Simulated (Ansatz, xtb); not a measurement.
**Ranking isomers of C6H6N2O**

3 gas-phase structures of C6H6N2O, from a drawn sample of its isomers (lower ones may exist). Each was relaxed with GFN2-xTB; where two conformers were screened, the lower at r2SCAN-D4/def2-SVP//GFN2-xTB is listed:

A. `C=C1N=C(C=O)C=CN1`, a singlet
B. `C=C1N=CC=C(C=O)N1`, a singlet
C. `Cc1nccc(C=O)n1`, a singlet

Q: Estimate their order in r2SCAN-D4/def2-SVP//GFN2-xTB energy at these geometries, lowest first.

A: Calculated order at r2SCAN-D4/def2-SVP//GFN2-xTB: C (0.0), B (83.4), A (85.7) kJ/mol. Less than 1 kcal/mol parts B and A, so the order within that pair means little.

Energies above the lowest of each column, in kJ/mol; the last columns are at r2SCAN-D4/def2-SVP geometries:

| structure | GFN2-xTB | HF/STO-3G | r2SCAN-D4/def2-SVP//GFN2-xTB | r2SCAN-D4/def2-SVP | CCSD(T)/def2-SVP + ΔMP2/def2-TZVPP |
| --- | --- | --- | --- | --- | --- |
| C | 0.0 | 0.0 | 0.0 | 0.0 | 0.0 |
| B | 76.4 | 175.3 | 83.4 | 82.6 | 98.8 |
| A | 81.2 | 177.3 | 85.7 | 84.7 | 101.2 |

Every level run on C puts it lowest or level with the lowest. Flexible structures stand in one conformer each, not always the lowest. C keeps a small imaginary mode. ΔMP2 is the change of the MP2 energy from the smaller to the larger basis.

Programs: Ansatz 0.2.0, xtb 6.7.1.
